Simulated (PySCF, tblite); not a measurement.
Isomers of C5H9F3O2Si. Calculated harmonic vibrations of the isolated species, GFN2-xTB (tblite), most abundant isotopes, no scaling. This tight-binding method is rough: wavenumbers can miss measured ones by several per cent, in bad cases by 10 to 20. Modes of hydrogen on silicon can be 10 to 20 % off. One conformer each.

Electronic energies: PBE0/pcSseg-1 single points on the GFN2-xTB geometries (PySCF, gas phase).

```json
{"SMILES": "FC(F)(F)O[C@H]1C[SiH2]CCO1", "electronic energy, lowest = 0 (kJ/mol)": "230.4"}
{"SMILES": "C[C@@H]1CO[SiH2]O[C@@H]1C(F)(F)F", "electronic energy, lowest = 0 (kJ/mol)": "79.1"}
{"SMILES": "CC[C@@H]1O[SiH2]O[C@@H]1C(F)(F)F", "electronic energy, lowest = 0 (kJ/mol)": "87.0"}
{"SMILES": "C[C@@H](CC(F)=C(F)F)O[SiH2]O", "electronic energy, lowest = 0 (kJ/mol)": "202.5"}
{"SMILES": "C[Si](C)(C)OC(=O)C(F)(F)F", "electronic energy, lowest = 0 (kJ/mol)": "16.7"}
{"SMILES": "O[Si@@H]1C[C@H](CC(F)(F)F)CO1", "electronic energy, lowest = 0 (kJ/mol)": "0.0"}
```

**Question.** How do GFN2-xTB zero-point energies change the relative energies?

**Answer.** 
```csv
SMILES,ZPE (kJ/mol),of it from modes above 1550 cm⁻¹,electronic (kJ/mol),"with ZPE, lowest = 0 (kJ/mol)",lowest mode (cm⁻¹),rings
O[Si@@H]1C[C@H](CC(F)(F)F)CO1,370.2,160.5,0.0,0.0,31,1
C[Si](C)(C)OC(=O)C(F)(F)F,359.9,174.7,16.7,6.5,18,0
C[C@@H]1CO[SiH2]O[C@@H]1C(F)(F)F,368.1,152.6,79.1,77.0,27,1
CC[C@@H]1O[SiH2]O[C@@H]1C(F)(F)F,367.9,153.9,87.0,84.7,71,1
C[C@@H](CC(F)=C(F)F)O[SiH2]O,355.9,167.5,202.5,188.2,20,0
FC(F)(F)O[C@H]1C[SiH2]CCO1,363.0,152.0,230.4,223.2,24,1
```

The zero-point energies span 14.3 kJ/mol, from `C[C@@H](CC(F)=C(F)F)O[SiH2]O` to `O[Si@@H]1C[C@H](CC(F)(F)F)CO1`. The order is unchanged.

**Question.** And how do the electronic energies of GFN2-xTB itself compare?

**Answer.** `O[Si@@H]1C[C@H](CC(F)(F)F)CO1` 21.0; `C[Si](C)(C)OC(=O)C(F)(F)F` 228.4; `C[C@@H]1CO[SiH2]O[C@@H]1C(F)(F)F` 0.0; `CC[C@@H]1O[SiH2]O[C@@H]1C(F)(F)F` 5.2; `C[C@@H](CC(F)=C(F)F)O[SiH2]O` 109.4; `FC(F)(F)O[C@H]1C[SiH2]CCO1` 254.3 kJ/mol, lowest = 0. Against the energies above, taken from the same isomer `O[Si@@H]1C[C@H](CC(F)(F)F)CO1`, the largest difference is 190.7 kJ/mol.

**Question.** What do entropy and thermal enthalpy add at 298.15 K and 1 bar (rigid rotor, harmonic oscillator, one conformer each)?

**Answer.** 
```tsv
SMILES	point group	symmetry number	S (J/(mol K))	H − H(0) (kJ/mol)	ZPE + H − H(0) − TS (kJ/mol)
O[Si@@H]1C[C@H](CC(F)(F)F)CO1	C1	1	459.6	34.10	267.3
C[C@@H]1CO[SiH2]O[C@@H]1C(F)(F)F	C1	1	444.0	32.67	268.4
CC[C@@H]1O[SiH2]O[C@@H]1C(F)(F)F	C1	1	443.5	33.08	268.7
```

Not tabulated: `C[Si](C)(C)OC(=O)C(F)(F)F` (lowest mode only 18 cm⁻¹); `C[C@@H](CC(F)=C(F)F)O[SiH2]O` (lowest mode only 20 cm⁻¹); `FC(F)(F)O[C@H]1C[SiH2]CCO1` (lowest mode only 24 cm⁻¹).
